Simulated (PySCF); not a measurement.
## Two-component Hartree-Fock for Hf⁺ (hafnium, charge +1)

Start: [Xe] 4f14 5d2 6s1; 5d5/2 filled at m_j = +3/2, +5/2; 6s1/2 filled at m_j = +1/2. Calculated with PySCF 2.14 in x2c-TZVPall-2c with one added diffuse shell each of s, p, d type (12s12p11d2f, 117 functions): generalised Hartree-Fock with the X2C-1e Hamiltonian and a Gaussian nucleus; spin-orbit coupling (SO) screened by Boettger's factors. This is a chosen level, not necessarily the ground level.

```tsv
spinor shell	electrons	ε, screened SO (eV)	weight of nominal j (screened SO)	rms radius, screened SO (bohr)
1s1/2	2	-65680.6	1.000	0.0215
2s1/2	2	-11373.4	1.000	0.0869
2p1/2	2	-10842.6	1.000	0.0740
2p3/2	4	-9645.3	1.000	0.0812
3s1/2	2	-2655.9	1.000	0.222
3p1/2	2	-2420.8	1.000	0.214
3p3/2	4	-2159.6	1.000	0.228
3d3/2	4	-1766.0	1.000	0.202
3d5/2	6	-1709.6	1.000	0.206
4s1/2	2	-570.94	1.000	0.498
4p1/2	2	-473.23	1.000	0.508
4p3/2	4	-412.92	1.000	0.541
4d3/2	4	-251.79	1.000	0.571
4d5/2	6	-240.51	1.000	0.583
5s1/2	2	-87.083	1.000	1.23
5p1/2	2	-56.151	0.988	1.37
5p3/2	4	-48.356	0.994	1.48
4f5/2	6	-38.863	0.994	0.743
4f7/2	8	-37.191	0.996	0.750
5d5/2	2	-14.179	0.862	2.47
6s1/2	1	-13.663	1.000	3.50
```

| quantity | screened SO |
| --- | --- |
| E (hartree) | -15082.54979 |
| M_J | 9/2 |
| ⟨J²⟩ | 24.760 |
| ⟨L²⟩ | 12.182 |
| ⟨S²⟩ | 3.849 |

Each row is a mean over spinors that exchange with the open shell spreads, by up to 4.354 eV (5p3/2).

Rows whose weight is well below 1 are mixtures of j = l ± 1/2: exchange outweighs spin-orbit coupling there, and the label is only the starting occupation.

Breit and QED terms are absent; they matter most for the inner s and p1/2 levels.

Densities and radii are taken from the X2C orbitals without a picture-change correction, which distorts them close to the nucleus.
